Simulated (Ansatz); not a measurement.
ClFHIn (`[F][InH][Cl]`) at its PBE0-D4/def2-TZVP geometry, where that method's forces vanish. Total charge 0; spin multiplicity 1. In takes the def2 core potential.

```xyz
4

F    -0.1977    1.1522   -1.4683
In    0.1947   -0.0363    0.0132
Cl   -1.7685   -0.5936    1.0841
H     1.7715   -0.5223    0.3711
```

(1) What forces (eV/Å) does PBE-D4/def2-TZVPP give on these atoms in Ansatz 0.2.0? (Best estimate.)

## Answers

(1) Computed: 
```
F1  -0.112  0.323 -0.401
In2  0.243 -0.207  0.228
Cl3 -0.268 -0.073  0.142
H4   0.138 -0.043  0.031
```
